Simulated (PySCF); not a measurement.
**A small calculation by hand: oscillator strength and radiative lifetime**

Zn(Et)(SiH3) (C₂H₈SiZn), SMILES C[CH2][Zn][SiH3].

Coordinates come from a TPSSh-D3(BJ)/def2-SVP optimisation. The structure was generated by enumeration; whether it is a known compound was not checked. One conformer was computed; it need not be the lowest.

TDDFT-B3LYP/def2-SVPD (PySCF) puts the first singlet state with f over 0.02 at 5.67 eV (vertical), with the transition dipole (0.472, 0.919, 1.260) in atomic units.

Question: Find the oscillator strength, the wavelength and the radiative lifetime that this transition would have in vacuum if emission retraced absorption.

Answer: 
|μ|² = 2.6549 au, so |μ| = 4.14 D. ΔE = 5.67/27.211 = 0.2084 hartree. f = (2/3) ΔE |μ|² = 0.369 (the program prints 0.369).
λ = 1239.84/5.67 = 219 nm; ν = 45732 cm⁻¹.
Einstein's coefficient A = 0.6670 ν² f s⁻¹ (ν in cm⁻¹) = 5.1e8 s⁻¹, so τ = 1/A = 1.9 ns. This state is S3; the lower singlets have f = 0.003, 0.003. The figure is the radiative limit of this one transition; relaxation, internal conversion, crossing to triplets and a medium change what is measured.
